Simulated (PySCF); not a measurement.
**A run with a changed setting**

The sound run of OsO3(OH)2 (singlet) uses PySCF 2.14.0, RKS BP86, Os def2-SVP with ECP60, O def2-SVP, H def2-SVP; non-relativistic Hamiltonian with scalar-relativistic core potentials where named; density fitting; no spin-orbit coupling, grid (50, 194), threshold 1e-8 and 55 cycles at the relaxed geometry. This run, with dm0 from free metal ions and neutral atoms, differs:

```python
mol = gto.M(atom='''
Os    -0.02740    -0.01196    -0.12356
O     -1.14605    -0.18647     1.20276
O     -0.87126    -0.02418    -1.62276
O      1.68611     0.17087    -0.38995
O     -0.06031     1.87850     0.33182
H      0.73996     2.33158    -0.01450
O      0.39104    -1.89696     0.10880
H     -0.31860    -2.34668     0.61804''',
    basis={'Os': 'def2-SVP', 'O': 'def2-SVP', 'H': 'def2-SVP'},
    ecp={'Os': 'def2-SVP'},
    charge=0, spin=0)
mf = dft.RKS(mol, xc='B88,P86')
mf.grids.atom_grid = (10, 14)
mf = mf.density_fit()  # fitting sets: Os def2-universal-JKFIT, O def2-universal-JKFIT, H def2-universal-JKFIT
mf.conv_tol = 1e-08; mf.max_cycle = 55
mf.kernel(dm0)
mf.nuc_grad_method().kernel()
```

Q: What was changed, and how did it end?

A: The integration grid was changed. It converged in 13 cycles, -8.971 eV from the sound run, largest force component 10.99 eV/Å. These settings are unsound on purpose: the numbers aren't the compound's.
```
init E= -477.23196023094
cycle= 1 E= -468.093267679635  delta_E= 9.14  |g|= 0.863  |ddm|=  4.2
cycle= 2 E= -467.248599985037  delta_E= 0.845  |g|= 2.23  |ddm|= 2.02
cycle= 3 E= -467.98370337317  delta_E= -0.735  |g|=  1.1  |ddm|= 2.06
cycle= 4 E= -468.184131075647  delta_E= -0.2  |g|= 0.418  |ddm|= 0.843
cycle= 5 E= -468.181700790389  delta_E= 0.00243  |g|= 0.436  |ddm|= 0.558
...
cycle= 11 E= -468.220229451359  delta_E= -3.87e-05  |g|= 0.00104  |ddm|= 0.0108
cycle= 12 E= -468.220229674686  delta_E= -2.23e-07  |g|= 0.00016  |ddm|= 0.000806
cycle= 13 E= -468.220229679329  delta_E= -4.64e-09  |g|= 4.23e-05  |ddm|= 0.000126
Extra cycle  E= -468.220229673498  delta_E= 5.83e-09  |g|= 0.000178  |ddm|= 0.000156
converged SCF energy = -468.220229673498
```

Run from Python with OMP_NUM_THREADS=2; the lines above give its settings. Where DIIS fails, smearing, a level shift and second-order steps follow.
It took 4.4 s on 2 threads of Arm Neoverse V1 (shared host).
